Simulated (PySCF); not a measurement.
# From computed data to an observable: chemical shift, span and skew from a shielding tensor

Si(H)2(Br)(OH) (BrH₃OSi), SMILES O[SiH2]Br. Atoms are numbered in the order given.

```xyz
6

Si     0.3719    -1.1334    -0.2749
O      2.0091    -0.9935    -0.1061
Br    -0.6759     0.7940     0.1802
H     -0.0277    -1.4890    -1.6667
H     -0.0477    -2.1489     0.7223
H      2.4537    -0.3375    -0.6657
```

The structure is a stationary point at PBE-D3(BJ)/def2-TZVP. The values are those of a single conformer.

GIAO shieldings from PySCF with PBE0/pcSseg-2, non-relativistic, no solvent. The symmetric part of the tensor of Si1 has the principal values 308.9, 346.2, 393.5 ppm. The same nucleus in TMS has σ = 341.9 ppm at this level (PySCF, at its B3LYP-D3(BJ)/def2-TZVP geometry). Without spin–orbit terms, shifts of atoms bonded to Cl or Br come out too high.

### Question
Work out the isotropic shielding, the ²⁹Si shift against TMS, the span and the skew.

### Answer

σ(iso) = (σ11 + σ22 + σ33)/3 = 349.5 ppm. δ = σ(ref) − σ(iso) = 341.9 − (349.5) = -7.6 ppm.
Span Ω = σ33 − σ11 = 84.6 ppm. Skew κ = 3(σ(iso) − σ22)/Ω = 0.12. Tumbling in solution averages the tensor to δ; in a static solid the shielding alone would spread this spin-1/2 line over Ω.
